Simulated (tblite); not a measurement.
Species: C5H5FN (charge +1).
Atom-mapped SMILES: `[F:1][c:2]1[cH:3][cH:4][nH+:5][cH:6][cH:7]1` (hydrogens: H8 on C3; H9 on C4; H10 on N5; H11 on C6; H12 on C7)

Computed geometry: GFN2-xTB, gas phase.

(1) What internal coordinates does the optimisation give?

Answers

(1) 
```csv
bond,length (Å),order
F1–C2,1.307,single
"C2–C3, C2–C7",1.397,aromatic
"C3–C4, C6–C7",1.376,aromatic
"C4–N5, N5–C6",1.339,aromatic
"C3–H8, C7–H12",1.079,single
"C4–H9, C6–H11",1.081,single
N5–H10,1.019,single
```

Bonds in one row agree within 0.01 Å and their mean is given. Orders are formal, as drawn. A selection of angles:
```csv
angle,degrees
F1–C2–C3,119.7
C3–C2–C7,120.5
C2–C3–C4,118.1
C2–C3–H8,120.4
C4–C3–H8,121.5
C3–C4–N5,120.4
C3–C4–H9,121.7
N5–C4–H9,117.9
C4–N5–C6,122.5
C4–N5–H10,118.7
```

The 6-membered ring C2–C3–C4–N5–C6–C7 has internal angles of 118.1° to 122.5° (sum 720°, against 720° for a flat polygon); it is planar, 0.00 Å rms from its mean plane, widest ring torsion 0°. The 4 C–C bonds span 1.376 Å (C6–C7, aromatic) to 1.397 Å (C2–C7, aromatic), a spread of 0.021 Å. N5 (pyridinium-type nitrogen) is planar (angles 122.5°, 118.8° and 118.7°, sum 360.0°, 0.00 Å off the plane of its three neighbours). C3 (aromatic CH carbon) is planar (angles 121.5°, 120.4° and 118.1°, sum 360.0°, 0.00 Å off the plane of its three neighbours). C4 (aromatic CH next to a ring nitrogen) is planar (angles 121.7°, 120.4° and 117.9°, sum 360.0°, 0.00 Å off the plane of its three neighbours). The 7 heavy atoms lie in one plane (0.000 Å rms). C2 (aromatic C–F carbon) is planar (angles 120.5°, 119.7° and 119.7°, sum 360.0°, 0.00 Å off the plane of its three neighbours).

Point group: C2v (every atom within 0.08 Å of its image). Its GFN2-xTB frequencies are all real (lowest 201 cm⁻¹).

Run on one thread of an Arm Neoverse V2 (shared host). That covers the optimisation of the geometry.
